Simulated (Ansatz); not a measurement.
Reaction (formal exchange of groups at the Si–C bond): `C[Si](O)(F)F` + `CC(O)CO` → `O[Si](O)(F)F` + `CC(C)CO`

Computed with Ansatz on PBE0-D4/def2-TZVP structures; ΔE is electronic, products minus reactants. CCSD(T)/CBS adds triple-zeta CCSD(T) − MP2 to the extrapolated MP2 energy (def2 sets, frozen cores). Functionals use def2-TZVPP. B3LYP here is the variant with VWN-RPA as its local correlation; programs differ in this. One conformer a species, not always the lowest.

Problem. Is it downhill or uphill in electronic energy at CCSD(T)/CBS, and by how much? (Best estimate.)

Solution. Ansatz gave: Downhill: ΔE = -29.9 kcal/mol.

Problem. What do these levels give: PBE-D4, PBE0-D4, B3LYP-D4, ωB97M-V, r2SCAN, MP2/def2-TZVPP, SCS-MP2/def2-TZVPP, HF/def2-QZVPP, MP2/def2-QZVPP, HF/CBS(def2), MP2/CBS(def2), CCSD/CBS(def2)? (An estimate is asked.)

Solution. Computed: PBE-D4 -25.7, PBE0-D4 -27.3, B3LYP-D4 -27.8, ωB97M-V -28.0, r2SCAN -28.1, MP2/def2-TZVPP -31.3, SCS-MP2/def2-TZVPP -30.8, HF/def2-QZVPP -30.9, MP2/def2-QZVPP -31.5, HF/CBS(def2) -31.0, MP2/CBS(def2) -31.4, CCSD/CBS(def2) -30.2 kcal/mol.

Largest T1 diagnostic among the species: 0.011.

From PBE to PBE0 (25 % exact exchange), in def2-TZVPP and without D4, ΔE moves by −1.7 kcal/mol.
